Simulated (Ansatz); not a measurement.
`O[SiH](I)CF` and `O[SiH](O)CF` differ in one atom or group.

Ansatz, PBE0-D4/def2-TZVP geometries, multiplicity 1. Each molecule was computed in one conformer, which needn't be the lowest.

Elements past krypton have def2 core potentials.

| property | `O[SiH](I)CF` |
| --- | --- |
| LUMO energy (ωB97M-V/def2-TZVPP) / eV | 1.52 |
| HOMO–LUMO gap (PBE/def2-TZVPP) / eV | 5.44 |
| HOMO energy (PBE0/def2-TZVPP) / eV | -7.83 |
| HOMO–LUMO gap (ωB97M-V/def2-TZVPP) / eV | 11.49 |
| LUMO energy (PBE/def2-TZVPP) / eV | -1.20 |
| size of the dipole moment (PBE/def2-TZVPP) / D | 1.37 |

Question: Give the same properties after the change, and the shifts. (Best estimate.)

Answer: Ansatz gave: 
| property | `O[SiH](O)CF` | shift |
| --- | --- | --- |
| LUMO energy (ωB97M-V/def2-TZVPP) / eV | 2.07 | 0.55 |
| HOMO–LUMO gap (PBE/def2-TZVPP) / eV | 6.11 | 0.67 |
| HOMO energy (PBE0/def2-TZVPP) / eV | -8.24 | -0.41 |
| HOMO–LUMO gap (ωB97M-V/def2-TZVPP) / eV | 12.62 | 1.13 |
| LUMO energy (PBE/def2-TZVPP) / eV | -0.59 | 0.61 |
| size of the dipole moment (PBE/def2-TZVPP) / D | 1.59 | 0.22 |

With PBE0 the HOMO falls by 0.41 eV and the LUMO rises by 0.70 eV, so the gap widens by about 1.11 eV. PBE moves the HOMO by -0.07 eV and ωB97M-V by -0.58 eV. Dipoles are sizes alone; their direction can turn.

Spin–orbit coupling is left out; it splits and shifts lone-pair levels of the heavy atoms by tenths of an eV.
